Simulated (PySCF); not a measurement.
Working out the excitation energy of As

As [Ar] 3d10 4s2 4p3 (4S) → As [Ar] 3d10 4s2 4p2 5s1 (4P). Calculation: PySCF 2.14, in aug-cc-pwCVDZ-PP with ECP10MDF; a scalar-relativistic core potential. Frozen: nothing. Energies in hartree (1 hartree = 27.21139 eV):

```csv
part,As (lower),As (upper)
UHF,-331.198331,-330.961941
MP2 opposite-spin,-0.306910,-0.305801
MP2 same-spin,-0.159897,-0.155609
```

**Question.** What does Hartree-Fock give?

**Answer.** (-330.961941) − (-331.198331) = 0.236390 hartree = 6.432 eV.

**Question.** What do MP2 and SCS-MP2 (6/5 opposite-spin, 1/3 same-spin) give?

**Answer.** The opposite-spin parts differ by 0.030 eV and the same-spin parts by 0.117 eV. MP2: 6.432 + (0.030) + (0.117) = 6.579 eV. SCS-MP2: 6.432 + 1.2 × (0.030) + (0.117)/3 = 6.507 eV.

Measured between the centres of the two terms (NIST): 6.460 eV, so MP2 (valence and next inner shell) is off by 0.119 eV.

A double-zeta basis recovers only part of the correlation energy.

What remains against the reference includes basis incompleteness and correlation beyond second order.
